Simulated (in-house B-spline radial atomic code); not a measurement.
Configurations of Ru IV (Ru3+), with energies counted from [Kr] 4d5. Level of theory: scalar-relativistic (X2C) TPSSh, spin-polarised, spherical fractional occupations, exact exchange averaged over the configuration, Fermi nucleus of rms radius 4.4809 fm; calculated with an all-electron radial atomic-structure program (B-spline basis). Shells without spins written out take the highest spin.

Occupations are held fixed; configurations that lie above the ionisation limit could autoionise.

| configuration | E - E(ref) (eV) | highest orbital | its <r> (bohr) |
| --- | --- | --- | --- |
| [Kr] 4d4 5f1 | 35.572 | 5f up | 6.322 |
| [Ar] 3d10 4s2 4p5 4d5 5s1 | 50.424 | 5s up | 2.421 |
| [Ar] 3d9 4s2 4p6 4d5 5s1 | 290.71 | 5s up | 2.402 |
| [Ar] 3d9 4s2 4p6 4d5 5d1 | 307.82 | 5d up | 3.751 |
| [Ar] 3d9 4s2 4p6 4d5 4f1 | 311.16 | 4f up | 3.393 |

Task: Order these further configurations by energy, lowest first.
A. [Ar] 3d10 4s2 4p5 4d5 5f1
B. [Ar] 3d9 4s2 4p6 4d5 5p1
C. [Kr] 4d4 5s1
D. [Ar] 3d9 4s2 4p6 4d5 5f1
E. [Ar] 3d10 4s2 4p5 4d6

Result: C (10.693 eV), E (44.011 eV), A (75.589 eV), B (298.16 eV), D (316.15 eV).
